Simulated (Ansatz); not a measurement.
`F[CH]([AlH2])[SiH3]` and `F[CH](F)[AlH2]` differ in one atom or group.

Ansatz, PBE0-D4/def2-TZVP geometries, multiplicity 1. 

```csv
property,`F[CH]([AlH2])[SiH3]`
LUMO energy (PBE/def2-TZVPP) / eV,-2.48
LUMO energy (B3LYP/def2-TZVPP) / eV,-1.93
size of the dipole moment (PBE/def2-TZVPP) / D,1.20
HOMO–LUMO gap (ωB97M-V/def2-TZVPP) / eV,9.81
size of the dipole moment (B3LYP/def2-TZVPP) / D,1.35
LUMO energy (ωB97M-V/def2-TZVPP) / eV,-0.11
```

Problem. What does the change do to each property? (An estimate is asked.)

Solution. The calculation gave: 
| property | `F[CH](F)[AlH2]` | shift |
| --- | --- | --- |
| LUMO energy (PBE/def2-TZVPP) / eV | -1.64 | 0.84 |
| LUMO energy (B3LYP/def2-TZVPP) / eV | -1.06 | 0.87 |
| size of the dipole moment (PBE/def2-TZVPP) / D | 1.22 | 0.02 |
| HOMO–LUMO gap (ωB97M-V/def2-TZVPP) / eV | 11.32 | 1.51 |
| size of the dipole moment (B3LYP/def2-TZVPP) / D | 1.34 | -0.01 |
| LUMO energy (ωB97M-V/def2-TZVPP) / eV | 0.77 | 0.88 |

With PBE0 the HOMO falls by 0.51 eV and the LUMO rises by 0.90 eV, so the gap widens by about 1.41 eV. PBE moves the HOMO by -0.37 eV and ωB97M-V by -0.62 eV. The zero-point energy changes by -57.6 kJ/mol with -9 modes. Dipoles are sizes alone; their direction can turn.

B3LYP here is the variant with VWN-RPA as its local correlation; programs differ in this.
